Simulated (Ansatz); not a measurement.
The same atomization along the group F, Cl, Br, I.

Computed with Ansatz on PBE0-D4/def2-TZVP structures; ΔE is electronic, products minus reactants. CCSD(T)/CBS is the MP2 limit (def2-TZVPP, def2-QZVPP) plus CCSD(T) − MP2 in def2-TZVPP, frozen cores. This one scheme is used for every species, atoms too. No spin–orbit coupling; open shells (•) take unrestricted orbitals. Spin–orbit coupling would lower the free atoms: a little for Cl, F; clearly for Br, Ge; strongly for I. Elements past krypton have def2 core potentials. For Br, Ge, I outer-core shells are correlated without core-valence functions, so the limit isn't a true one: a few kJ/mol of doubt a bond, and 10 to 20 or more in all where bonds break to atoms. Scalar relativity is left out up to krypton.

Q: Order these by ΔE at CCSD(T)/CBS, lowest first. (Estimate.)
A. `[I][GeH2][I]` → 2 I• + Ge• + 2 H•
B. `[F][GeH2][F]` → 2 F• + Ge• + 2 H•
C. `[Cl][GeH2][Cl]` → 2 Cl• + Ge• + 2 H•
D. `[Br][GeH2][Br]` → 2 Br• + Ge• + 2 H•

A: A (+273.5 kcal/mol), D (+298.4 kcal/mol), C (+318.4 kcal/mol), B (+381.7 kcal/mol).

Largest T1 diagnostic: 0.012, for `[F][GeH2][F]`.

For atomizations the MP2-based limit and the directly extrapolated one differ by several kJ/mol either way, and by 10 to 25 for some Ge, Se and Sn compounds, so smaller differences from it don't rank the levels.
